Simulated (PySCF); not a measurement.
Correlation energy of Nb⁴⁺ (niobium, charge +4)

Starting occupation: [Kr] 4d1, 4d5/2 with m_j = +5/2. Computed with PySCF 2.14 in x2c-QZVPPall-2c (13s12p9d3f2g, 133 functions), with X2C-1e with screened-nucleus spin-orbit coupling, Gaussian nucleus. Frozen: [Ar] 3d10; 9 electrons correlated; the 30 highest virtual spinors left out.

MP2 pair energies summed by pair of shells (mhartree):

```
       pair  energy  share (%)
4p1/2-4p3/2  -64.76       27.1
4p3/2-4p3/2  -58.04       24.3
4d5/2-4p3/2  -29.90       12.5
4p3/2-4s1/2  -27.68       11.6
4p1/2-4p1/2  -17.42        7.3
4p1/2-4s1/2  -14.25        6.0
4d5/2-4p1/2  -13.15        5.5
4s1/2-4s1/2   -7.79        3.3
4d5/2-4s1/2   -5.77        2.4
```

Total MP2 correlation energy: -238.77 mhartree.

This basis was not built for core-valence correlation, so the inner-shell part is incomplete.
